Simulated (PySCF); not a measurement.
# Ionisation energy of Ru²⁺ by level of theory

Ru²⁺ [Kr] 4d6 (5D) → Ru³⁺ [Kr] 4d5 (6S), as a difference of total energies. All numbers are calculated (PySCF 2.14, scalar relativity by spin-free X2C-1e, in x2c-TZVPPall with one added diffuse shell each of s, p, d, f type (9s7p7d3f1g, 95 functions)). Correlated levels: valence and next inner shell: [Ar] 3d10 frozen. The calculations carry no spin-orbit coupling.

```csv
method,ionisation energy (eV)
UHF,26.544
MP2 (valence and next inner shell),27.916
SCS-MP2 (valence and next inner shell),27.935
CCSD (valence and next inner shell),27.862
CCSD(T) (valence and next inner shell),27.917
```

How much does correlation contribute at CCSD(T) (valence and next inner shell)?

27.917 − (26.544) = 1.373 eV, measured against UHF.

A first-order spin-orbit estimate (lowest level to lowest level, LS coupling) adds 0.143 eV.

Errors of the correlated levels include the incompleteness of this basis and the frozen core.

For comparison: 28.47 eV (semi-empirical (NIST evaluation); NIST Atomic Spectra Database, ionization energies).
